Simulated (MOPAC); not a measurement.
Job for MOPAC: AM1 on CH5BF3N (a complex), monomers drawn apart or pushed together.

```
AM1 1SCF PRECISE CHARGE=0 THREADS=1
CH5BF3N

F     -0.55505574 1    -1.01569417 1     0.57119223 1
B     -0.06718219 1     0.21498355 1     0.94590464 1
F     -0.79610066 1     1.27626708 1     0.45882683 1
F      1.29214650 1     0.34956323 1     0.78141550 1
C      0.40200998 1    -0.88856802 1     4.02510768 1
N     -0.29624756 1     0.16944506 1     3.25624912 1
H      1.46737656 1    -0.80401056 1     3.82893910 1
H      0.05296904 1    -1.85390692 1     3.66879642 1
H      0.20829292 1    -0.79043049 1     5.09220217 1
H      0.00494536 1     1.09233589 1     3.56069619 1
H     -1.30058752 1     0.12251911 1     3.41193016 1
```

Output:

```
*******************************************************************************
 **                                                                           **
 **                              MOPAC v23.2.5                                **
 **                                                                           **
 *******************************************************************************
 ** MOPAC's Digital Object Identifier: https://doi.org/10.5281/zenodo.6511958 **
 **                                                                           **
 ** Please cite the open-source release paper for use of this MOPAC version:  **
 ** J. E. Moussa and J. J. P. Stewart (2026)                                  **
 ** MOPAC: An open-source semiempirical molecular orbital program             **
 ** J. Open Source Softw., 11(119), 8025, https://doi.org/10.21105/joss.08025 **
 *******************************************************************************

                              AM1 CALCULATION RESULTS

 *******************************************************************************
 *  AM1        - The AM1 Hamiltonian to be used
 *
 *
 *
 *                 CHARGE ON SYSTEM = 0
 *
 *
 *
 *  PRECISE    - TIGHTER CRITERIA TO BE USED
 *  1SCF       - DO 1 SCF AND THEN STOP
 *  THREADS=1  - MULTI-THREADING NOT USED
 *  T=         - A TIME OF 172800.0 SECONDS REQUESTED
 *  DUMP=N     - RESTART FILE WRITTEN EVERY 7200.0 SECONDS REQUESTED
 *******************************************************************************
AM1 1SCF PRECISE CHARGE=0 THREADS=1
 CH5BF3N

   ATOM   CHEMICAL          X               Y               Z
  NUMBER   SYMBOL      (ANGSTROMS)     (ANGSTROMS)     (ANGSTROMS)

     1       F         -0.55505574  *  -1.01569417  *   0.57119223  *
     2       B         -0.06718219  *   0.21498355  *   0.94590464  *
     3       F         -0.79610066  *   1.27626708  *   0.45882683  *
     4       F          1.29214650  *   0.34956323  *   0.78141550  *
     5       C          0.40200998  *  -0.88856802  *   4.02510768  *
     6       N         -0.29624756  *   0.16944506  *   3.25624912  *
     7       H          1.46737656  *  -0.80401056  *   3.82893910  *
     8       H          0.05296904  *  -1.85390692  *   3.66879642  *
     9       H          0.20829292  *  -0.79043049  *   5.09220217  *
    10       H          0.00494536  *   1.09233589  *   3.56069619  *
    11       H         -1.30058752  *   0.12251911  *   3.41193016  *



          CARTESIAN COORDINATES

    NO.       ATOM           X           Y           Z

     1         F         -0.5551     -1.0157      0.5712
     2         B         -0.0672      0.2150      0.9459
     3         F         -0.7961      1.2763      0.4588
     4         F          1.2921      0.3496      0.7814
     5         C          0.4020     -0.8886      4.0251
     6         N         -0.2962      0.1694      3.2562
     7         H          1.4674     -0.8040      3.8289
     8         H          0.0530     -1.8539      3.6688
     9         H          0.2083     -0.7904      5.0922
    10         H          0.0049      1.0923      3.5607
    11         H         -1.3006      0.1225      3.4119

  H: (AM1): M.J.S. DEWAR ET AL, J. AM. CHEM. SOC. 107 3902-3909 (1985)
  B: (AM1): M.J.S. DEWAR ET AL, ORGANOMETALLICS, 7, 513-521 (1988)
  C: (AM1): M.J.S. DEWAR ET AL, J. AM. CHEM. SOC. 107 3902-3909 (1985)
  N: (AM1): M.J.S. DEWAR ET AL, J. AM. CHEM. SOC. 107 3902-3909 (1985)
  F: (AM1): M.J.S. DEWAR AND E. G. ZOEBISCH, THEOCHEM, 180, 1 (1988).

           Empirical Formula: C H5 N F3 B  =    11 atoms



      MOLECULAR POINT GROUP   :   Cs


      RHF CALCULATION, NO. OF DOUBLY OCCUPIED LEVELS = 19


 -------------------------------------------------------------------------------
 AM1 1SCF PRECISE CHARGE=0 THREADS=1
 CH5BF3N



     1SCF WAS SPECIFIED, SO BFGS WAS NOT USED
     SCF FIELD WAS ACHIEVED


                              AM1 CALCULATION
                                                       MOPAC v23.2.5 Linux




          FINAL HEAT OF FORMATION =       -259.30157 KCAL/MOL =   -1084.91777 KJ/MOL


          COSMO AREA              =        126.71 SQUARE ANGSTROMS
          COSMO VOLUME            =        112.72 CUBIC ANGSTROMS

          IONIZATION POTENTIAL    =         11.173950 EV
          HOMO LUMO ENERGIES (EV) =        -11.174  0.643
          NO. OF FILLED LEVELS    =         19
          MOLECULAR WEIGHT        =         98.8624         POINT GROUP:  Cs

          MOLECULAR DIMENSIONS (Angstroms)

            Atom       Atom       Distance
            H     9    F     3     5.17187
            H    11    F     4     3.14880
            H    10    F     1     3.07332


          SCF CALCULATIONS        =          1





   ATOM   CHEMICAL          X               Y               Z
  NUMBER   SYMBOL      (ANGSTROMS)     (ANGSTROMS)     (ANGSTROMS)

     1       F         -0.55505574  *  -1.01569417  *   0.57119223  *
     2       B         -0.06718219  *   0.21498355  *   0.94590464  *
     3       F         -0.79610066  *   1.27626708  *   0.45882683  *
     4       F          1.29214650  *   0.34956323  *   0.78141550  *
     5       C          0.40200998  *  -0.88856802  *   4.02510768  *
     6       N         -0.29624756  *   0.16944506  *   3.25624912  *
     7       H          1.46737656  *  -0.80401056  *   3.82893910  *
     8       H          0.05296904  *  -1.85390692  *   3.66879642  *
     9       H          0.20829292  *  -0.79043049  *   5.09220217  *
    10       H          0.00494536  *   1.09233589  *   3.56069619  *
    11       H         -1.30058752  *   0.12251911  *   3.41193016  *

                             CARTESIAN COORDINATES

   1    F       -0.555055740    -1.015694170     0.571192230
   2    B       -0.067182190     0.214983550     0.945904640
   3    F       -0.796100660     1.276267080     0.458826830
   4    F        1.292146500     0.349563230     0.781415500
   5    C        0.402009980    -0.888568020     4.025107680
   6    N       -0.296247560     0.169445060     3.256249120
   7    H        1.467376560    -0.804010560     3.828939100
   8    H        0.052969040    -1.853906920     3.668796420
   9    H        0.208292920    -0.790430490     5.092202170
  10    H        0.004945360     1.092335890     3.560696190
  11    H       -1.300587520     0.122519110     3.411930160


           Empirical Formula: C H5 N F3 B  =    11 atoms



      MOLECULAR POINT GROUP   :   Cs


                  EIGENVALUES
 -49.56099 -48.11643 -48.07548 -35.87185 -26.57444 -21.63662 -17.77973 -17.42414
 -17.32252 -16.72293 -16.22741 -14.75667 -14.15634 -14.11106 -14.02453 -13.77603
 -13.77115 -13.38813 -11.17395   0.64261   2.86334   3.76143   3.80030   4.36981
   4.40945   4.97727   5.10872   6.77489   6.78521


              NET ATOMIC CHARGES AND DIPOLE CONTRIBUTIONS

  ATOM NO.   TYPE          CHARGE      No. of ELECS.   s-Pop       p-Pop
    1          F          -0.184964        7.1850     1.90318     5.28179
    2          B           0.467422        2.5326     1.00335     1.52923
    3          F          -0.186386        7.1864     1.90362     5.28277
    4          F          -0.184950        7.1850     1.90317     5.28178
    5          C          -0.134262        4.1343     1.22429     2.90997
    6          N          -0.347015        5.3470     1.59032     3.75669
    7          H           0.098128        0.9019     0.90187
    8          H           0.098099        0.9019     0.90190
    9          H           0.059617        0.9404     0.94038
   10          H           0.157161        0.8428     0.84284
   11          H           0.157150        0.8428     0.84285
 DIPOLE           X         Y         Z       TOTAL
 POINT-CHG.    -0.060    -0.339     2.743     2.764
 HYBRID        -0.408     0.334     1.400     1.496
 SUM           -0.468    -0.005     4.143     4.169


          ATOMIC ORBITAL ELECTRON POPULATIONS

     Atom    s        px        py        pz
    1  F   1.90318   1.89937   1.55162   1.83079
    2  B   1.00335   0.57205   0.57502   0.38216
    3  F   1.90362   1.82320   1.66103   1.79854
    4  F   1.90317   1.45315   1.95609   1.87254
    5  C   1.22429   1.00337   0.94960   0.95700
    6  N   1.59032   1.11247   1.08802   1.55620
    7  H   0.90187
    8  H   0.90190
    9  H   0.94038
   10  H   0.84284
   11  H   0.84285

 **********************
 *                    *
 * JOB ENDED NORMALLY *
 *                    *
 **********************




 == MOPAC DONE ==
```

The run finished.

Cost: very roughly 0.03 core-seconds.
